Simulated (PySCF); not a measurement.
**Mn: ionisation energy**

Mn [Ar] 3d5 4s2 (6S) → Mn⁺ [Ar] 3d5 4s1 (7S), as a difference of total energies. Computed with PySCF 2.14 in aug-cc-pVDZ (7s6p4d2f, 59 functions), with the non-relativistic Hamiltonian (point nucleus). Correlated levels: valence: [Ar] frozen. The calculations carry no spin-orbit coupling.

| method | ionisation energy (eV) |
| --- | --- |
| UHF | 5.980 |
| TPSS | 7.033 |
| r2SCAN | 6.874 |
| MP2 (valence) | 6.913 |
| SCS-MP2 (valence) | 7.109 |

Problem. How much does correlation contribute at MP2 (valence)?

Solution. 6.913 − (5.980) = 0.933 eV, measured against UHF.

These non-relativistic numbers lack the scalar-relativistic shift.

Errors of the correlated levels include the incompleteness of this basis and the frozen core.

MP2 underrates the near-degeneracy of ns² with np² in the lower species.

For comparison: 7.434 eV (measured; NIST Atomic Spectra Database, ionization energies).
